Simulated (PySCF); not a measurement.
Si(F)(H)(SiH3)2, H7FSi3, SMILES F[SiH]([SiH3])[SiH3], CAM-B3LYP/def2-SVP optimised geometry.

```
11

Si     0.26    -0.85    -1.91
F      0.85    -2.37    -1.93
Si    -2.08    -0.97    -1.96
Si     1.10     0.24     0.00
H      0.76    -0.16    -3.13
H     -2.54    -1.72    -3.16
H     -2.63     0.42    -2.00
H     -2.59    -1.65    -0.73
H      2.59     0.24     0.00
H      0.61     1.65     0.00
H      0.61    -0.44     1.23
```

Density from CAM-B3LYP/def2-TZVP run with PySCF at that geometry.

Minimum of the electron density along straight lines between bonded atoms, close to the bond critical point (lines longer than 1.1 times the sum of covalent radii, or with two minima, are not listed):

```json
[
 {"bond": "Si1–F2", "length / Å": "1.635", "ρ at the minimum / e bohr⁻³": "0.127", "∇²ρ there / e bohr⁻⁵": "(withheld)", "position (fraction from the first atom)": "0.42"},
 {"bond": "Si1–Si3", "length / Å": "2.347", "ρ at the minimum / e bohr⁻³": "0.097", "∇²ρ there / e bohr⁻⁵": "-0.18", "position (fraction from the first atom)": "0.52"},
 {"bond": "Si1–Si4", "length / Å": "2.347", "ρ at the minimum / e bohr⁻³": "0.097", "∇²ρ there / e bohr⁻⁵": "-0.18", "position (fraction from the first atom)": "0.52"},
 {"bond": "Si1–H5", "length / Å": "1.491", "ρ at the minimum / e bohr⁻³": "0.122", "∇²ρ there / e bohr⁻⁵": "0.13", "position (fraction from the first atom)": "0.49"},
 {"bond": "Si3–H6", "length / Å": "1.489", "ρ at the minimum / e bohr⁻³": "0.120", "∇²ρ there / e bohr⁻⁵": "0.15", "position (fraction from the first atom)": "0.49"},
 {"bond": "Si3–H7", "length / Å": "1.491", "ρ at the minimum / e bohr⁻³": "0.119", "∇²ρ there / e bohr⁻⁵": "0.15", "position (fraction from the first atom)": "0.49"},
 {"bond": "Si3–H8", "length / Å": "1.489", "ρ at the minimum / e bohr⁻³": "0.120", "∇²ρ there / e bohr⁻⁵": "0.15", "position (fraction from the first atom)": "0.49"},
 {"bond": "Si4–H9", "length / Å": "1.489", "ρ at the minimum / e bohr⁻³": "0.120", "∇²ρ there / e bohr⁻⁵": "0.15", "position (fraction from the first atom)": "0.49"},
 {"bond": "Si4–H10", "length / Å": "1.491", "ρ at the minimum / e bohr⁻³": "0.119", "∇²ρ there / e bohr⁻⁵": "0.15", "position (fraction from the first atom)": "0.49"},
 {"bond": "Si4–H11", "length / Å": "1.489", "ρ at the minimum / e bohr⁻³": "0.120", "∇²ρ there / e bohr⁻⁵": "0.15", "position (fraction from the first atom)": "0.49"}
]
```

Problem. What belongs in the gaps?

Solution. 
- Si1–F2, ∇²ρ there / e bohr⁻⁵: 0.83
